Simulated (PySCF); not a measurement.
CH5Si (SMILES C[SiH2]), doublet, geometry from GFN2-xTB; HF/3-21G (PySCF).

Here is a job for PySCF.
```python
from pyscf import gto, scf

mol = gto.M(
    atom='''
C    -0.00961888    0.08558394   -1.20792711
Si    0.00693370    0.02337297    0.68442733
H    -0.03432110   -0.91899655   -1.62856536
H    -0.87992760    0.61839322   -1.58117006
H     0.87474746    0.58217174   -1.59770913
H    -1.21559465   -0.53605201    1.24797082
H     1.21573735   -0.58624162    1.22505378
''',
    basis='3-21g',
    spin=1,
    verbose=4,
)

mf = scf.UHF(mol)
mf.kernel()
```

Output, abridged:

```
PySCF version 2.14.0

[INPUT] verbose = 4
[INPUT] num. atoms = 7
[INPUT] num. electrons = 25
[INPUT] charge = 0
[INPUT] spin (= nelec alpha-beta = 2S) = 1
[INPUT] symmetry False subgroup None
[INPUT] Mole.unit = angstrom
[INPUT] Symbol           X                Y                Z      unit          X                Y                Z       unit  Magmom
[INPUT]  1 C     -0.009618880000   0.085583940000  -1.207927110000 AA   -0.018177048825   0.161730207261  -2.282651416337 Bohr   0.0
[INPUT]  2 Si     0.006933700000   0.023372970000   0.684427330000 AA    0.013102794030   0.044168512018   1.293380205867 Bohr   0.0
[INPUT]  3 H     -0.034321100000  -0.918996550000  -1.628565360000 AA   -0.064857479294  -1.736651788920  -3.077542506354 Bohr   0.0
[INPUT]  4 H     -0.879927600000   0.618393220000  -1.581170060000 AA   -1.662822173446   1.168593823088  -2.987978369762 Bohr   0.0
[INPUT]  5 H      0.874747460000   0.582171740000  -1.597709130000 AA    1.653033127559   1.100145146061  -3.019232682417 Bohr   0.0
[INPUT]  6 H     -1.215594650000  -0.536052010000   1.247970820000 AA   -2.297140966987  -1.012991487423   2.358323061249 Bohr   0.0
[INPUT]  7 H      1.215737350000  -0.586241620000   1.225053780000 AA    2.297410630904  -1.107836104621   2.315016132063 Bohr   0.0

nuclear repulsion = 55.6336750763913
number of shells = 22
number of NR pGTOs = 57
number of NR cGTOs = 32
basis = 3-21g
ecp = {}

******** <class 'pyscf.scf.uhf.UHF'> ********
method = UHF
initial guess = minao
damping factor = 0
level_shift factor = 0
DIIS = <class 'pyscf.scf.diis.CDIIS'>
diis_start_cycle = 1
diis_space = 8
diis_damp = 0
SCF conv_tol = 1e-09
SCF conv_tol_grad = None
SCF max_cycles = 50
direct_scf = True
direct_scf_tol = 1e-13
number electrons alpha = 13  beta = 12
Set gradient conv threshold to 3.16228e-05
init E= -327.575453435714

cycle= 1 E= -327.895894446937  delta_E= -0.32  |g|= 0.134  |ddm|=  1.5
cycle= 2 E= -327.914221373731  delta_E= -0.0183  |g|= 0.0381  |ddm|= 0.254
cycle= 3 E= -327.916072411009  delta_E= -0.00185  |g|= 0.0125  |ddm|= 0.089
cycle= 4 E= -327.916255839231  delta_E= -0.000183  |g|= 0.00607  |ddm|= 0.0194
cycle= 5 E= -327.916338174783  delta_E= -8.23e-05  |g|= 0.00273  |ddm|= 0.0173
cycle= 6 E= -327.916357901064  delta_E= -1.97e-05  |g|= 0.00101  |ddm|= 0.0101
cycle= 7 E= -327.916360763252  delta_E= -2.86e-06  |g|= 0.000308  |ddm|= 0.00489
cycle= 8 E= -327.916361015559  delta_E= -2.52e-07  |g|= 8.57e-05  |ddm|= 0.00173
cycle= 9 E= -327.916361032309  delta_E= -1.68e-08  |g|= 3.44e-05  |ddm|= 0.00037
cycle= 10 E= -327.916361035069  delta_E= -2.76e-09  |g|= 1.18e-05  |ddm|= 0.000132
cycle= 11 E= -327.91636103544  delta_E= -3.71e-10  |g|= 2.78e-06  |ddm|= 5.74e-05
Extra cycle  E= -327.916361035454  delta_E= -1.34e-11  |g|= 1.7e-06  |ddm|= 6.23e-06
converged SCF energy = -327.916361035454  <S^2> = 0.75467878  2S+1 = 2.0046733
```
